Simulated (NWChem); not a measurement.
# Correlation energy of Se (+1)

```
Se
```
Charge +1, spin multiplicity 4.

Everything below was run with NWChem.

Basis set: def2-TZVP. Each correlation energy counts from its own Hartree-Fock reference.

| method | correlation energy (mHa) |
|---|---|
| CCSD on ROHF | -195.8 |
| UMP2 | -187.1 |
| SCS-UMP2 | -170.4 |
| CCSD(T) on ROHF | -201.4 |
| CCSD[T] on UHF | -200.3 |
| CCSD(T) on UHF | -200.1 |
| CCSD[T] on ROHF | -201.7 |
| CCSD on UHF | -194.8 |

The values span 31.3 mHa, from CCSD[T] on ROHF (lowest) to SCS-UMP2 (highest). 

The Hamiltonian is non-relativistic. The correlated methods keep 9 core orbitals frozen. The stability of the SCF solutions was not checked. Open-shell Hartree-Fock references start from PBE0 orbitals. Coupled-cluster values serve here as a point of comparison, not as the truth.
